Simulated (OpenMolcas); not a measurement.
An OpenMolcas run meant for V3+ (ANO-R2, X2C; inactive shells 1s 2s 2p 3s 3p; intended active space 2 electrons in 5 orbitals (3d)). One step of its input:

```
&CASPT2
Multistate=10 1 2 3 4 5 6 7 8 9 10
Frozen=2 3
IPAE=0.25
Imaginary=0.1
MaxIter=60
WThr=0.0 0.3 0.05
PrWF=0.5
NoMix
```

Lines from the output:

```
|        MOLCAS_PRINT = 2
  |       MOLCAS_SOURCE = <dir>
  |    MOLCAS_STRUCTURE = 0
  |
   --------------------------------------------------------------------------------------
++ ---------   Input file   ---------
>>> COPY JOB001 $Project.JobIph
&CASPT2
Multistate=10 1 2 3 4 5 6 7 8 9 10
Frozen=2 3
IPAE=0.25
Imaginary=0.1
MaxIter=60
WThr=0.0 0.3 0.05
PrWF=0.5
NoMix
-- ----------------------------------
>>> COPY JOB001 a.JobIph
*** symbolic link created: INPORB -> a.RasOrb
--- Start Module: caspt2 at  ---
()()()()()()()()()()()()()()()()()()()()()()()()()()()()()()()()()()()()()()()()()()()()()()()()()()
                                              &CASPT2
                                   only a single process is used
                       available to each process: 2.3 GB of memory, 1 thread
()()()()()()()()()()()()()()()()()()()()()()()()()()()()()()()()()()()()()()()()()()()()()()()()()()
 ###    ERROR: Unrecognized keyword: IPAE                                    ###
--- Stop Module: caspt2 at  /rc=_RC_INPUT_ERROR_ ---
.####################.
.# User input error #.
.####################.
```

**Question.** What is wrong with the input?

**Answer.** A keyword is misspelt. OpenMolcas reads the first four letters of a keyword, so the setting is refused or falls back to its default.
